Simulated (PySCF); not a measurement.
## ORD: `C[C@@H]1[C@H]2C[C@@H]1[C@H](N)C2`, C$_{7}$H$_{13}$N

Geometry (Å), atoms numbered from 1 in this order:
```xyz
21

C    -1.990    0.227    1.084
C    -1.283   -0.173   -0.197
C    -0.211   -1.283   -0.215
C     0.295   -0.629   -1.510
C    -0.124    0.660   -0.785
C     0.886    0.707    0.383
N     2.233    1.141    0.073
C     0.825   -0.786    0.793
H    -2.549    1.147    0.924
H    -1.305    0.383    1.910
H    -2.693   -0.554    1.369
H    -2.037   -0.360   -0.965
H    -0.478   -2.336   -0.172
H    -0.318   -0.852   -2.381
H     1.347   -0.760   -1.757
H    -0.301    1.590   -1.322
H     0.532    1.367    1.180
H     2.235    2.118   -0.198
H     2.617    0.605   -0.698
H     1.793   -1.267    0.656
H     0.517   -0.930    1.826
```

Computed, not measured: TDDFT PBE0/def2-SVPD circular dichroism and optical rotation, one conformer, gas phase in PySCF. Geometry: GFN2-xTB.

The molecule is flexible and this is one conformer; a measurement averages over conformers. States above about 6.6 eV (minus the energy of the highest occupied orbital) lie near or above the ionisation threshold and depend on the basis.

Stereocentres: C2 R, C3 S, C5 S, C6 R.

Q: What is the specific rotation at 633, 589.3, 546, 436, 405, 365, 355 nm?

A: [α] in deg dm⁻¹ (g/mL)⁻¹:
| λ (nm) | origin-invariant length gauge | modified velocity gauge | length gauge (centre of mass) | isotropic polarisability (au) |
| --- | --- | --- | --- | --- |
| 633 | +21.7 | +15.3 | +21.6 | 86.7 |
| 589.3 | +25.1 | +17.5 | +24.9 | 86.9 |
| 546 | +29.3 | +20.2 | +29.1 | 87.2 |
| 436 | +46.3 | +29.8 | +46.0 | 88.6 |
| 405 | +53.7 | +33.2 | +53.3 | 89.2 |
| 365 | +66.0 | +37.6 | +65.5 | 90.3 |
| 355 | +69.7 | +38.4 | +69.1 | 90.6 |

Q: And for the mirror image at 589.3 nm?

A: -25.1 deg dm⁻¹ (g/mL)⁻¹ (origin-invariant length gauge): the same size and the opposite sign.

Q: What is the molar rotation [Φ] = [α]·M/100 of the geometry above at 589.3 nm?

A: With M = 111.19 g/mol, +27.9 deg cm² dmol⁻¹ (origin-invariant length gauge).

The first excitation lies at 6.21 eV (200 nm) with R = -3.3 × 10⁻⁴⁰ esu² cm² (velocity form).
